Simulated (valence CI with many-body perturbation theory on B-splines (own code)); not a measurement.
The numbers below are computed, except where a source is named.
Rb30+: input, log and results

Level of theory: valence CI with perturbative core correlation (CI+MBPT): five valence electrons over a frozen Dirac-Fock core [He], radial functions for each j: 6 s, 6 p, 5 d, 3 f, 1 g, with the one-electron correlation potential Σ1 (screened to all orders), the two-electron term Σ2, the three-electron term Σ3, Breit, model QED; selected single and double excitations, second order for the rest, scaled by the run's own slope (own B-spline code, finite nucleus).

Command, and the settings that its task file holds:

```sh
python run_cv.py task.json out
```

```
atom Rb  Z=37  mass_number=85  rms_radius_fm=4.2036
core [He]
valence 2s2 2p3
avg = 0
basis = S
breit = 1
cap = 10000
capref = 1200
cscale = 1
de = 0.0
dress = 0
eps = 2e-08
extrap = 1
h = 0.27
hh = 1
l2 = 3
lcore = 6
maxit = 60
n2 = 5
natural = 1
nlev = 21
nno = [3, 3, 3, 2, 1]
nroot = 26
nsp = [3, 3, 2, 1, 0]
pt2 = 1
qed = 1
rpa = 1
s1 = 1
s2 = 1
s3 = 1
screen = 1
tol = 2e-05
whole = 1
```

It took 21 s on 1 thread of Arm Neoverse V1, with other jobs on the host.

Log. The first blocks belong to the next ion, which gives the ionisation energy. Fields: 2J, parity (1 odd), roots, reference size, generating configurations, candidates as configurations/state functions, variational space P, stored matrix elements, Davidson steps; e2 is the range of second-order energies in hartree. The first line gives the box (bohr), its intervals, the orbitals and the steps of their self-consistent field. Window is the range of levels sought, series limit the energy at which the first omitted orbital would enter, core excitation an estimate of the first excitation out of the core, left out the lowest levels not solved, and shifts from estimates the range by which levels moved from their first estimate, all in cm⁻¹.

```
rmax 1.9 intervals 56 orbitals 36 references ['2s2 2p3'] scf 4 t 0.4
2J=0 par=0 roots 2 ref 28 generators 4 cand 695/971 P 721/999 nnz 0 it 0
2J=0 par=0 roots 2 ref 28 generators 5 cand 520/738 P 1241/1737 nnz 0 it 5
   second order: generators 10 cand 2657/4594 e2 -0.00002 -0.00002
reference levels 430, estimated 373, window 16697160 1/cm; series limit 22165685, core excitation 109275092
2J=3 par=1 roots 10 ref 68 generators 20 cand 434/1453 P 1324/5137 nnz 2.5e+06 it 7
2J=3 par=1 roots 10 ref 68 generators 20 cand 871/4777 P 2195/9914 nnz 7.8e+06 it 9
   second order: generators 37 cand 15028/144457 e2 -0.01869 -0.00277
2J=5 par=1 roots 6 ref 53 generators 13 cand 428/1386 P 1298/5042 nnz 2.6e+06 it 6
2J=5 par=1 roots 6 ref 53 generators 18 cand 721/4911 P 2019/9953 nnz 8.3e+06 it 8
   second order: generators 32 cand 15388/177830 e2 -0.01297 -0.00933
2J=1 par=1 roots 7 ref 45 generators 15 cand 449/1139 P 1543/4197 nnz 1.5e+06 it 5
2J=1 par=1 roots 7 ref 45 generators 20 cand 1418/5729 P 2961/9926 nnz 7e+06 it 7
   second order: generators 41 cand 14263/88890 e2 -0.00356 -0.00057
2J=5 par=0 roots 8 ref 60 generators 19 cand 393/1475 P 1359/5175 nnz 2.6e+06 it 7
2J=5 par=0 roots 8 ref 60 generators 20 cand 832/4729 P 2191/9904 nnz 7.8e+06 it 8
   second order: generators 42 cand 17466/209183 e2 -0.01901 -0.00563
2J=3 par=0 roots 10 ref 72 generators 19 cand 419/1457 P 1307/5166 nnz 2.7e+06 it 8
2J=3 par=0 roots 10 ref 72 generators 20 cand 913/4785 P 2220/9951 nnz 7.8e+06 it 8
   second order: generators 44 cand 17667/174413 e2 -0.02002 -0.00404
2J=1 par=0 roots 8 ref 53 generators 19 cand 466/1265 P 1630/4428 nnz 1.7e+06 it 7
2J=1 par=0 roots 8 ref 53 generators 22 cand 1394/5455 P 3024/9883 nnz 6.5e+06 it 7
   second order: generators 37 cand 12627/70812 e2 -0.00871 -0.00071
2J=7 par=1 roots 2 ref 30 generators 7 cand 459/1202 P 1130/3743 nnz 1.4e+06 it 5
2J=7 par=1 roots 2 ref 30 generators 8 cand 1196/8408 P 2326/12151 nnz 1.2e+07 it 6
   second order: generators 19 cand 10275/134014 e2 -0.00266 -0.00210
2J=7 par=0 roots 3 ref 27 generators 9 cand 252/987 P 1010/3456 nnz 1.2e+06 it 5
2J=7 par=0 roots 3 ref 27 generators 10 cand 850/6587 P 1860/10043 nnz 9e+06 it 8
   second order: generators 22 cand 13819/174773 e2 -0.00746 -0.00726
2J=9 par=0 roots 1 ref 8 generators 4 cand 360/1556 P 1320/4467 nnz 1.8e+06 it 4
2J=9 par=0 roots 1 ref 8 generators 5 cand 975/7992 P 2295/12459 nnz 1.4e+07 it 5
   second order: generators 10 cand 6931/74821 e2 -0.00162 -0.00162
2J=9 par=1 roots 1 ref 11 generators 3 cand 183/1361 P 824/3801 nnz 1.9e+06 it 4
2J=9 par=1 roots 1 ref 11 generators 4 cand 907/6233 P 1731/10034 nnz 9.8e+06 it 5
   second order: generators 5 cand 3640/34770 e2 -0.00314 -0.00314
left out: unestimated 22398083, estimated 17575008, shifts from estimates -140 to 296
operators 0.1
```

The Davidson iterations converged.

No measured spectrum was set against this ion. As an estimate, large intervals hold to a few tenths of a per cent, small ones and those within an open d or f shell to about a per cent. Among the levels kept, up to 4100 cm⁻¹ of a level comes from second order outside the variational space, and about a tenth of that is noise between levels of different J, which matters for small intervals.

* Valence energy: -734.3435 hartree
* Ionisation energy: 3598.4 eV (NIST: 3600 ± 30 eV (semi-empirical))
* Reference configurations for the orbitals: 2s2 2p3
* Radial orbitals: 36
* Box radius: 1.883 bohr
* Largest variational space: 12459
* Lowest levels: (2s^2 2p1/2^2 2p3/2) J=3/2 0.00, (2s^2 2p1/2 2p3/2^2) J=3/2 436.71, (2s^2 2p1/2 2p3/2^2) J=5/2 544.07, (2s^2 2p1/2 2p3/2^2) J=1/2 684.02, (2s^2 2p3/2^3) J=3/2 1113.1, (2s 2p1/2^2 2p3/2^2) J=5/2 1483.0, (2s 2p1/2^2 2p3/2^2) J=3/2 1761.4, (2s 2p1/2^2 2p3/2^2) J=1/2 1768.9, (2s 2p1/2 2p3/2^3) J=3/2 [a] 2096.3, (2s 2p1/2 2p3/2^3) J=5/2 2226.5, (2s 2p1/2 2p3/2^3) J=1/2 2387.9, (2s 2p1/2 2p3/2^3) J=3/2 [b] 2476.7, (2s 2p3/2^4) J=1/2 2955.2, (2p1/2^2 2p3/2^3) J=3/2 3644.7 × 10³ cm⁻¹

Levels are named by their leading jj configuration (3d3/2^4 stands for four electrons in 3d with j = 3/2), which in mixed levels can hold well under half, so a name can repeat and another be missing. Letters in brackets count levels of one name in rising energy.
